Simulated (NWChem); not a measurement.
**Atomisation of H₂OSSn**

```
Sn
O 1 2.0247
H 2 0.9778 1 113.42
S 1 2.5018 2 96.41 3 0.00
H 4 1.3634 1 92.31 2 180.00
```
Charge 0, spin multiplicity 1.

Everything below was run with NWChem. All single points use one geometry, from PBE/def2-SVP with def2 effective core potentials on Sn, a minimum by its harmonic frequencies. It is one conformer; others weren't searched.

Basis set: def2-TZVP. The atomisation energy is electronic alone: no zero-point, thermal, spin-orbit or counterpoise terms. No value is extrapolated to the basis-set limit. Free atoms are single determinants with multiplicities Sn 3, O 3, H 2, S 3. Correlated methods freeze the same cores in atoms and molecule, 10 orbitals in all.

The cost column gives rough processor time relative to PBE0; each entry includes its own SCF. Costs are the molecule's.

Effective core potentials replace the inner electrons of Sn; spin-orbit coupling is left out. B3LYP has NWChem's definition, with VWN1-RPA local correlation. The structure started from a generated list of species. No SCF solution was tested for a lower state. Open-shell Hartree-Fock references start from PBE0 orbitals; any time given for them includes that run.

```csv
method,atomisation energy (kcal/mol),relative cost
M06-2X,354.7,under 3
TPSS,363.2,under 3
B3LYP,356.8,under 3
r2SCAN,…,under 3
MP2,352.0,under 3
PBE,370.7,under 3
PBE0,…,1
HF,225.3,under 3
```

Complete the blanks.


- r2SCAN, atomisation energy (kcal/mol): 362.8
- PBE0, atomisation energy (kcal/mol): 354.5
